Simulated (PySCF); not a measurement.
**Exercise with solution: entropy of an ideal gas**

Ga(Cl)2(SH) (Cl2GaHS), SMILES [SH][Ga]([Cl])[Cl].

The structure is a stationary point at B3LYP-D3(BJ)/def2-SVP. The structure was generated by enumeration; whether it is a known compound was not checked. One conformer was computed; it need not be the lowest.

PySCF with B3LYP-D3(BJ)/def2-SVP gives the harmonic wavenumbers 108, 125, 130, 267, 356, 447, 453, 721, 2669 cm⁻¹ and the rotational temperatures 0.1002, 0.0987, 0.0497 K. The molar mass is 173.69 g/mol, the symmetry number 1, the spin multiplicity 1.

Q: Work out the entropy at 298.15 K and 1 atm in the rigid-rotor, harmonic-oscillator model.

A: 
Translation (Sackur–Tetrode at 1 atm): S = R[1.5 ln M + 2.5 ln T − 1.16487] = 173.1 J/(mol K).
Rotation: q = (√π/σ) T^1.5/√(θA θB θC) = 412000, S = R[ln q + 3/2] = 120.0 J/(mol K).
Vibration: with u = 1.4388 ν/T, each mode gives R[u/(e^u − 1) − ln(1 − e^−u)]:
```json
[
 {"ν (cm⁻¹)": "108", "modes": "1", "u": "0.52", "S (J/(mol K))": "13.83"},
 {"ν (cm⁻¹)": "125", "modes": "1", "u": "0.60", "S (J/(mol K))": "12.64"},
 {"ν (cm⁻¹)": "130", "modes": "1", "u": "0.63", "S (J/(mol K))": "12.33"},
 {"ν (cm⁻¹)": "267", "modes": "1", "u": "1.29", "S (J/(mol K))": "6.76"},
 {"ν (cm⁻¹)": "356", "modes": "1", "u": "1.72", "S (J/(mol K))": "4.77"},
 {"ν (cm⁻¹)": "447", "modes": "1", "u": "2.16", "S (J/(mol K))": "3.37"},
 {"ν (cm⁻¹)": "453", "modes": "1", "u": "2.19", "S (J/(mol K))": "3.29"},
 {"ν (cm⁻¹)": "721", "modes": "1", "u": "3.48", "S (J/(mol K))": "1.18"}
]
```
The stiffer modes add less than 0.005 each. Sum 58.2 J/(mol K).
Spin: R ln 1 = 0.0 J/(mol K).
Total 351.2 J/(mol K); the program's own thermochemistry gives 351.2. Translation makes up 49 % and vibration 17 %. Anharmonicity, hindered rotation and orbital degeneracy are left out.
